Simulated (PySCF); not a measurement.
Ge(H)3(PH2) (GeH5P), SMILES [PH2][GeH3]. Geometry: B3LYP-D3(BJ)/def2-TZVP.

TDA-LC-ωPBE/def2-SVPD (PySCF) puts the lowest singlet excitations at 6.94, 7.02, 7.20, 8.14, 8.18, 8.41 eV.

What are the lowest excitation roots from ADC(2)/aug-cc-pVDZ (PySCF)? (An estimate is asked for; the answer gives what the named calculation found.)

6.32, 6.72, 6.86, 7.52, 7.70, 7.83 eV. S1 differs by -0.61 eV (second minus first; roots are paired by order, and the bases may differ).
